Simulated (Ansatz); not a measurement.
```yaml
crystal:
  periodic: [false, false, false]
  atoms:
    - {symbol: C, position_ang: [-0.306928, 1.748601, 0.664142]}
    - {symbol: N, position_ang: [-0.307737, 0.306913, 0.542368]}
    - {symbol: As, position_ang: [0.927994, -0.451055, -0.590480]}
    - {symbol: N, position_ang: [0.394336, -2.204544, -0.294797]}
    - {symbol: H, position_ang: [-0.869287, 2.049978, 1.552559]}
    - {symbol: H, position_ang: [-0.729216, 2.284481, -0.198840]}
    - {symbol: H, position_ang: [0.720105, 2.100839, 0.797201]}
    - {symbol: H, position_ang: [-1.232864, -0.083597, 0.421544]}
    - {symbol: H, position_ang: [0.178434, -0.389603, -1.942315]}
    - {symbol: H, position_ang: [0.200736, -2.696900, -1.155784]}
    - {symbol: H, position_ang: [1.089927, -2.722115, 0.225103]}
basis:
  gaussian: {orbitals: aug-cc-pVDZ}
total_charge: -1
magnetization: {spin_polarized: true, initial_magnetization: 1}
hamiltonian: {xc: {name: BHLYP}, dispersion: d3bjatm}
```

```sh
$ ansatz run in.yaml --threads 4 --pin off --events-out ev --progress --plain --max-ram 10444MiB
```

It prints (some lines left out):

```
Functional definition: BHLYP
1752 factors; their error is unknown
mean field evaluation 1: about -64963.1956 eV, gradient 3.1e1 eV
mean field evaluation 2: about -64961.9494 eV, gradient 3.6e1 eV
mean field evaluation 4: about -64967.5952 eV, gradient 1.7e0 eV
mean field evaluation 8: about -64967.6288 eV, gradient 1.4e-1 eV
mean field evaluation 16: about -64967.6910 eV, gradient 5.9e-2 eV
mean field evaluation 32: about -64968.1998 eV, gradient 1.5e-1 eV
mean field -64968.24603115 eV, -2387.5390045858 hartree, gradient 5.5e-6 eV, S^2 0.750283; 9 other end points of the search recorded, 0 dependent functions left out
reference -64968.24617466 eV, -2387.5390098597 hartree; 31, 30 occupied and 137, 138 virtual orbitals, 1752 factors
Total energy: -64968.54793466 eV, -2387.5500993355 hartree
```

Run time 24 s (4 threads of an Arm Neoverse V1 on a shared host); peak host memory 0.99 GiB.
